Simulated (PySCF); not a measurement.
# What a mistake does to a calculation on CFH6Si2

Calculated results; nothing here was measured. The program is PySCF 2.14.0, an open-source quantum chemistry code, run on an isolated molecule that a program drew, which may never have been made. The molecule is CFH6Si2 (charge 0, doublet), drawn as the SMILES string `C[SiH2][SiH]F`.

Each row is a Hartree-Fock (HF) and frozen-core CCSD(T) single point in the cc-pV(D+d)Z basis, meant for a local HF minimum. Run 1 is clean. Each other run has one planted mistake out of seven kinds, and not every kind appears here: one electron removed, one electron added, multiplicity raised by two, geometry at a saddle point, minimal basis STO-3G, one bond length entered in bohr, all coordinates scaled. The reference is restricted for singlets and unrestricted otherwise, and also for a bond in bohr. Adding or removing an electron swaps singlet and doublet. Electrons count all cores. HOMO and LUMO are orbital energies over both spins, the gradient is its largest component, and the lowest frequency (negative if imaginary) is given only where the gradient is small. Bond lengths are over the 9 bonds as drawn. T1 is the CCSD diagnostic: over 0.02 (restricted) or 0.045 (unrestricted) a single reference is doubtful.

Geometry of the clean run:
```xyz
10
CFH6Si2, angstrom
C     0.8995   -0.3063   -0.1923
Si   -0.0690    0.5413   -1.5672
Si   -0.4991    2.8032   -1.0233
F    -1.3490    2.8795    0.3674
H     0.3404   -0.2777    0.7464
H     1.0877   -1.3528   -0.4451
H     1.8625    0.1844   -0.0308
H     0.7092    0.5539   -2.8318
H    -1.3454   -0.1756   -1.8155
H    -1.2880    3.5365   -2.0431
```

```
run,electrons,basis functions,<S^2>,HOMO (eV),LUMO (eV),gradient (hartree/bohr),lowest frequency (cm^-1),mean bond (Å),longest bond (Å),T1,HF (hartree),CCSD(T) (hartree),mistake
1,49,104,0.757,-8.87,1.23,3.8e-05,51,1.5125,2.366,0.0138,-718.70044,-719.28048,no fault
2,49,104,0.757,-8.94,1.12,1.6e-02,-,1.5412,2.411,0.0141,-718.69736,-719.27987,all coordinates scaled
3,49,104,1.573,-8.76,1.23,9.7e-03,-,1.6593,2.806,0.0410,-718.59086,-719.16076,one bond length entered in bohr
4,49,34,0.752,-5.70,6.03,2.8e-02,-,1.5125,2.366,0.0119,-710.13177,-710.32000,minimal basis STO-3G
5,49,104,3.758,-4.76,-2.04,3.4e-02,-,1.5125,2.366,0.0237,-718.48396,-719.06115,?
```

**Which mistake was planted in run 5, and what did it cost?**

Electrons, basis and geometry are unchanged, and <S^2> is 3.758, beside S(S+1) = 3.75 for a multiplicity of 4. So the mistake is: multiplicity raised by two. Subtracting run 1 and multiplying by 627.51 kcal/mol a hartree, the energy moved by 135.8 kcal/mol in HF and 137.6 kcal/mol in CCSD(T).

